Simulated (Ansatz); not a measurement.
`ClC(Br)Br` + H₂O → `OC(Cl)Br` + HBr at 600 K and 1 bar (formal hydrolysis of a C–Br bond).

Gas-phase electronic energies from Ansatz, PBE0-D4/def2-TZVP geometries. CCSD(T)/CBS adds triple-zeta CCSD(T) − MP2 to the extrapolated MP2 energy (def2 sets, frozen cores). This one scheme is used for every species. For Br outer-core shells are correlated without core-valence functions, which leaves a few kJ/mol of doubt a bond. Scalar relativity is left out up to krypton. Each species was taken in one conformer, which may not be the lowest.

```json
{"species": "`ClC(Br)Br`", "CCSD(T)/CBS energy (Eh)": "-5645.05041", "H − E (kJ/mol)": "88.5", "S (J/(mol·K))": "382.7"}
{"species": "H₂O", "CCSD(T)/CBS energy (Eh)": "-76.37941", "H − E (kJ/mol)": "76.8", "S (J/(mol·K))": "212.8"}
{"species": "`OC(Cl)Br`", "CCSD(T)/CBS energy (Eh)": "-3147.51471", "H − E (kJ/mol)": "128.3", "S (J/(mol·K))": "367.5"}
{"species": "HBr", "CCSD(T)/CBS energy (Eh)": "-2573.91920", "H − E (kJ/mol)": "33.5", "S (J/(mol·K))": "219.1"}
```

H − E and S are ideal-gas, rigid-rotor, harmonic terms from PBE0-D4/def2-TZVP, for one conformer and one mirror image of each species. 1 Eh = 2625.50 kJ/mol, R = 8.31446 J/(mol·K).

**Question.** By hand: ΔE, ΔH, ΔS and ΔG.

**Answer.** ΔE = (-3147.51471) + (-2573.91920) − (-5645.05041) − (-76.37941) = -0.00409 Eh = -10.7 kJ/mol. Δ(H − E) = 128.3 + 33.5 − 88.5 − 76.8 = -3.5, so ΔH = -14.2 kJ/mol. ΔS = 367.5 + 219.1 − 382.7 − 212.8 = -8.9 J/(mol·K). ΔG = -14.2 − 600 × (-8.9)/1000 = -8.9 kJ/mol.

**Question.** By hand: the equilibrium constant, and the temperature at which ΔG would vanish if ΔH and ΔS stayed fixed.

**Answer.** log₁₀ K = −ΔG/(RT ln 10) = 0.8. ΔG = 0 at ΔH/ΔS = 1596 K, though so small a ΔS makes that figure unsure.

TΔS isn't small against ΔH here. A doubt of 5 kJ/mol in ΔE shifts log₁₀ K by 0.4 here. Other conformers and mirror images would add mixing entropy, several J/(mol·K) or more a flexible species. These are equilibria of isolated gas molecules and say nothing of rates. Largest T1 diagnostic: 0.009 (customary marks: 0.02 for closed shells, 0.045 for open ones).
